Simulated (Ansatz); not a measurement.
Born–Oppenheimer molecular dynamics of AlH8N3 (12 atoms, charge 0, multiplicity 1). It starts at the highest image of a converged band, a first-order saddle point between two minima.

Theory: RKS PBE-D4/def2-SVP in Ansatz 0.2.0.

| Property | Result |
| --- | --- |
| ensemble | NVE (velocity Verlet) |
| time step | 0.5 fs |
| steps asked | 200 |
| starting velocities drawn for | 100 K |
| seed | 8541 |

First frame:

```xyz
12
Properties=species:S:1:pos:R:3
Al -0.102 0.127 0.181
H 0.782 -1.219 1.134
N 0.537 1.799 0.297
N -1.816 -0.282 0.527
H 0.981 -1.373 0.142
N 0.794 -0.897 -1.175
H 1.340 2.157 -0.223
H 0.304 2.446 1.053
H -2.589 0.370 0.377
H -2.119 -1.035 1.147
H 1.637 -0.581 -1.669
H 0.250 -1.512 -1.792
```

(1) What does the run give?

(2) What happens to the structure?

(3) How do temperature and energy run in time?

Answers

(1) All steps were run.

```yaml
steps_done: 200
time_covered: 100 fs
mean_temperature_over_the_second_half: 344 K
spread_of_the_potential_energy_over_the_second_half: 5.0 meV per atom
mean_potential_energy_of_the_second_half_above_the_start: -26.2 meV per atom
```

The conserved energy stayed within 0.1 meV per atom of its start (net change 0.076 meV per atom), so the integration is sound. The system heated up, since it started high on the potential surface and ran downhill. A run of 0.1 ps of so small a system gives no equilibrium averages. The orbitals stay closed-shell, which can raise the energy where a bond breaks towards radicals; this wasn't checked here.

(2) The step under study would form Al1–N6, H2–H5 and break Al1–H2, H5–N6. These pairs go: Al1–N6 1.92 → 1.79 Å, H2–H5 1.02 → 0.78 Å, Al1–H2 1.87 → 5.09 Å, H5–N6 1.41 → 6.15 Å. In the last frame they stand as after the step (other bonds may differ from the relaxed reactants and products). Also parted: Al1–H5 1.85 → 5.72 Å. It ends as AlH6N3 + H2. Pairs count as bonded within 1.25 times the sum of covalent radii (0.12 Å more for H–H). The details hang on the random start.

(3) 
```
time (fs)  T (K)  potential energy less start (eV)  conserved less start (meV/atom)
      0.0    100                             0.000                             0.00
      3.0     64                             0.048                             0.08
      6.0     54                             0.060                             0.07
      9.0     85                             0.019                             0.01
     12.0     68                             0.043                             0.09
     15.0    100                             0.000                             0.05
     18.0    152                            -0.066                             0.03
     21.0    200                            -0.128                             0.09
     24.0    279                            -0.231                             0.03
     27.0    315                            -0.278                             0.04
     30.0    326                            -0.291                             0.08
     33.0    357                            -0.332                             0.02
     36.0    336                            -0.304                             0.07
     39.0    333                            -0.300                             0.07
     42.0    371                            -0.351                             0.00
     45.0    378                            -0.359                             0.08
     48.0    403                            -0.391                             0.07
     51.0    431                            -0.428                             0.01
     54.0    414                            -0.405                             0.07
     57.0    411                            -0.402                             0.04
     60.0    393                            -0.378                             0.03
     63.0    354                            -0.327                             0.08
     66.0    359                            -0.335                             0.03
     69.0    351                            -0.324                             0.02
     72.0    323                            -0.287                             0.10
     75.0    344                            -0.315                             0.04
     78.0    350                            -0.322                             0.03
     81.0    334                            -0.302                             0.07
     84.0    339                            -0.309                             0.03
     87.0    320                            -0.283                             0.06
     90.0    298                            -0.254                             0.07
     93.0    295                            -0.252                             0.01
     96.0    267                            -0.215                             0.07
     99.0    263                            -0.210                             0.08
```

Run time: 4.1 min on 2 threads of Intel(R) Xeon(R) Platinum 8375C CPU @ 2.90GHz (Ice Lake), on a shared host, peak memory 0.21 GiB.
